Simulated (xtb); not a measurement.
xtb input (GFN1-xTB):

```bash
xtb mol.xyz --gfn 1 --sp --chrg 0 --uhf 0
```
mol.xyz:
```
10

B     -0.03331914    -0.38925425    -0.07028612
Cl     0.11612937     1.35669302     0.24497274
C      1.27565683    -1.22477228    -0.21169731
C     -1.46559762    -0.99423019    -0.18897928
H      1.13623073    -2.26933871     0.07577275
H      1.54285583    -1.23387356    -1.27726277
H      2.12902382    -0.80712141     0.32216483
H     -1.76220370    -1.32868002     0.81455250
H     -2.22231642    -0.28277878    -0.51896384
H     -1.49154899    -1.88170267    -0.82531003
```

Output:

```
           -------------------------------------------------
          |                Calculation Setup                |
           -------------------------------------------------

           -------------------------------------------------
          |                 G F N 1 - x T B                 |
           -------------------------------------------------

        Reference                      10.1021/acs.jctc.7b00118
      * Hamiltonian:
        H0-scaling (s, p, d)           1.850000    2.250000    2.000000
        zeta-weighting                 0.000000
      * Dispersion:
        s8                             2.400000
        a1                             0.630000
        a2                             5.000000
        s9                             0.000000
      * Repulsion:
        kExp                           1.500000
        rExp                           1.000000
      * Coulomb:
        alpha                          2.000000
        third order                    atomic
        anisotropic                    false
      * Halogen bond correction:
        rad-scale                      1.300000
        damping                        0.440000

          ...................................................
          :                      SETUP                      :
          :.................................................:
          :  # basis functions                  34          :
          :  # atomic orbitals                  33          :
          :  # shells                           21          :
          :  # electrons                        24          :
          :  # halogen bonds                     0          :
          :  max. iterations                   250          :
          :  Hamiltonian                  GFN1-xTB          :
          :  restarted?                      false          :
          :  GBSA solvation                  false          :
          :  PC potential                    false          :
          :  electronic temp.          300.0000000     K    :
          :  accuracy                    1.0000000          :
          :  -> integral cutoff          0.2500000E+02      :
          :  -> integral neglect         0.1000000E-07      :
          :  -> SCF convergence          0.1000000E-05 Eh   :
          :  -> wf. convergence          0.2000000E-04 e    :
          :  Broyden damping             0.4000000          :
          :  net charge                          0          :
          :  unpaired electrons                  0          :
          ...................................................

 iter      E             dE          RMSdq      gap      omega  full diag
   1    -13.2896089 -0.132896E+02  0.786E+00    5.89       0.0  T
   2    -13.3190267 -0.294178E-01  0.470E+00    5.29       1.0  T
   3    -13.3173175  0.170919E-02  0.894E-01    4.68       1.0  T
   4    -13.3190686 -0.175108E-02  0.663E-01    5.35       1.0  T
   5    -13.3218627 -0.279412E-02  0.181E-01    5.13       1.0  T
   6    -13.3220521 -0.189375E-03  0.409E-03    5.05       7.7  T
   7    -13.3220522 -0.717757E-07  0.178E-03    5.05      17.7  T
   8    -13.3220522 -0.141919E-08  0.195E-03    5.05      16.2  T
   9    -13.3220522 -0.227204E-07  0.129E-04    5.05     244.6  T
  10    -13.3220522 -0.533014E-10  0.624E-05    5.05     506.7  T

   *** convergence criteria satisfied after 10 iterations ***

         #    Occupation            Energy/Eh            Energy/eV
      -------------------------------------------------------------
         1        2.0000           -0.9022260             -24.5508
       ...           ...                  ...                  ...
         6        2.0000           -0.5343976             -14.5417
         7        2.0000           -0.5250455             -14.2872
         8        2.0000           -0.5171251             -14.0717
         9        2.0000           -0.4886427             -13.2966
        10        2.0000           -0.4804255             -13.0730
        11        2.0000           -0.4752801             -12.9330
        12        2.0000           -0.4455741             -12.1247 (HOMO)
        13                         -0.2600206              -7.0755 (LUMO)
        14                         -0.1417696              -3.8577
        15                         -0.1317336              -3.5847
        16                         -0.1227825              -3.3411
        17                         -0.0727017              -1.9783
       ...                                ...                  ...
        33                          0.4821763              13.1207
      -------------------------------------------------------------
                  HL-Gap            0.1855535 Eh            5.0492 eV
             Fermi-level           -0.3527973 Eh           -9.6001 eV

 SCC (total)                   0 d,  0 h,  0 min,  0.015 sec
 SCC setup                      ...        0 min,  0.000 sec (  1.078%)
 Dispersion                     ...        0 min,  0.000 sec (  0.550%)
 classical contributions        ...        0 min,  0.000 sec (  0.276%)
 integral evaluation            ...        0 min,  0.004 sec ( 28.584%)
 iterations                     ...        0 min,  0.004 sec ( 29.384%)
 molecular gradient             ...        0 min,  0.006 sec ( 37.207%)
 printout                       ...        0 min,  0.000 sec (  2.303%)

         :::::::::::::::::::::::::::::::::::::::::::::::::::::
         ::                     SUMMARY                     ::
         :::::::::::::::::::::::::::::::::::::::::::::::::::::
         :: total energy             -13.183935980479 Eh    ::
         :: gradient norm              0.016946845709 Eh/a0 ::
         :: HOMO-LUMO gap              5.049167150282 eV    ::
         ::.................................................::
         :: SCC energy               -13.322052207564 Eh    ::
         :: -> electrostatic           0.004914816281 Eh    ::
         :: repulsion energy           0.141094466542 Eh    ::
         :: dispersion energy         -0.002978239457 Eh    ::
         :: halogen bond corr.         0.000000000000 Eh    ::
         :: add. restraining           0.000000000000 Eh    ::
         :: total charge              -0.000000000000 e     ::
         :::::::::::::::::::::::::::::::::::::::::::::::::::::

           -------------------------------------------------
          |                Property Printout                |
           -------------------------------------------------

    * Orbital Energies and Occupations

         #    Occupation            Energy/Eh            Energy/eV
      -------------------------------------------------------------
         1        2.0000           -0.9022260             -24.5508
         2        2.0000           -0.6420895             -17.4721
         3        2.0000           -0.6318333             -17.1931
         4        2.0000           -0.5752885             -15.6544
         5        2.0000           -0.5380599             -14.6414
         6        2.0000           -0.5343976             -14.5417
         7        2.0000           -0.5250455             -14.2872
         8        2.0000           -0.5171251             -14.0717
         9        2.0000           -0.4886427             -13.2966
        10        2.0000           -0.4804255             -13.0730
        11        2.0000           -0.4752801             -12.9330
        12        2.0000           -0.4455741             -12.1247 (HOMO)
        13                         -0.2600206              -7.0755 (LUMO)
        14                         -0.1417696              -3.8577
        15                         -0.1317336              -3.5847
        16                         -0.1227825              -3.3411
Note: The following floating-point exceptions are signalling: IEEE_DENORMAL
normal termination of xtb
        17                         -0.0727017              -1.9783
        18                         -0.0686159              -1.8671
        19                         -0.0636135              -1.7310
        20                         -0.0554927              -1.5100
        21                         -0.0341569              -0.9295
        22                         -0.0333006              -0.9062
        23                         -0.0317447              -0.8638
       ...                                ...                  ...
        33                          0.4821763              13.1207
      -------------------------------------------------------------
                  HL-Gap            0.1855535 Eh            5.0492 eV
             Fermi-level           -0.3527973 Eh           -9.6001 eV

  Mulliken/CM5 charges         n(s)   n(p)   n(d)
     1B     0.30784  0.06458   1.034  1.658  0.000
     2Cl   -0.21529 -0.15004   1.934  5.296 -0.015
     3C    -0.19313 -0.27308   1.031  3.162  0.000
     4C    -0.19313 -0.27308   1.031  3.162  0.000
     5H     0.04265  0.09871   0.957  0.000  0.000
     6H     0.05682  0.11340   0.943  0.000  0.000
     7H     0.04738  0.10370   0.953  0.000  0.000
     8H     0.05682  0.11340   0.943  0.000  0.000
     9H     0.04738  0.10370   0.953  0.000  0.000
    10H     0.04265  0.09871   0.957  0.000  0.000

Wiberg/Mayer (AO) data.
largest (>0.10) Wiberg bond orders for each atom

 ---------------------------------------------------------------------------
     #   Z sym  total        # sym  WBO       # sym  WBO       # sym  WBO
 ---------------------------------------------------------------------------
     1   5 B    3.247 --     2 Cl   1.072     3 C    1.035     4 C    1.035
     2  17 Cl   1.157 --     1 B    1.072
     3   6 C    3.980 --     1 B    1.035     7 H    0.977     5 H    0.975
                             6 H    0.949
     4   6 C    3.980 --     1 B    1.035     9 H    0.977    10 H    0.975
                             8 H    0.949
     5   1 H    1.001 --     3 C    0.975
     6   1 H    1.001 --     3 C    0.949
     7   1 H    1.004 --     3 C    0.977
     8   1 H    1.001 --     4 C    0.949
     9   1 H    1.004 --     4 C    0.977
    10   1 H    1.001 --     4 C    0.975
 ---------------------------------------------------------------------------

Topologies differ in total number of bonds
Writing topology from bond orders to xtbtopo.mol

 dipole moment from electron density (au)
     X       Y       Z
  -0.0735  -0.8584  -0.1550  total (Debye):    2.225

           -------------------------------------------------
          | TOTAL ENERGY              -13.183935980479 Eh   |
          | GRADIENT NORM               0.016946845709 Eh/α |
          | HOMO-LUMO GAP               5.049167150282 eV   |
           -------------------------------------------------

------------------------------------------------------------------------
------------------------------------------------------------------------
 total:
 SCF:
```
